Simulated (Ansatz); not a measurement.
Start from `[SH][GaH2]` and change one element to get `[OH][GaH2]`.

Ansatz, PBE0-D4/def2-TZVP geometries, multiplicity 1. 

Scalar relativity is left out up to krypton.

| property | `[SH][GaH2]` |
| --- | --- |
| HOMO–LUMO gap (PBE/def2-TZVPP) / eV | 4.30 |
| HOMO–LUMO gap (ωB97M-V/def2-TZVPP) / eV | 10.10 |
| HOMO energy (B3LYP/def2-TZVPP) / eV | -7.49 |
| HOMO energy (PBE0/def2-TZVPP) / eV | -7.73 |
| HOMO–LUMO gap (PBE0/def2-TZVPP) / eV | 6.22 |
| ideal-gas entropy at 298 K and 1 bar (rigid rotor, harmonic PBE0-D4/def2-TZVP) / J/(mol·K) | 278 |

Q: What does the change do to each property? (Best estimate.)

A: The calculation gave: 
```
                                                                                  property  `[OH][GaH2]`  shift
                                                       HOMO–LUMO gap (PBE/def2-TZVPP) / eV          5.19   0.89
                                                   HOMO–LUMO gap (ωB97M-V/def2-TZVPP) / eV         11.31   1.21
                                                       HOMO energy (B3LYP/def2-TZVPP) / eV         -8.35  -0.86
                                                        HOMO energy (PBE0/def2-TZVPP) / eV         -8.54  -0.81
                                                      HOMO–LUMO gap (PBE0/def2-TZVPP) / eV          7.35   1.13
ideal-gas entropy at 298 K and 1 bar (rigid rotor, harmonic PBE0-D4/def2-TZVP) / J/(mol·K)           263    -15
```

With PBE0 the HOMO falls by 0.81 eV and the LUMO rises by 0.32 eV, so the gap widens by about 1.13 eV. PBE moves the HOMO by -0.59 eV and ωB97M-V by -0.90 eV.

B3LYP here is the variant with VWN-RPA as its local correlation; programs differ in this.
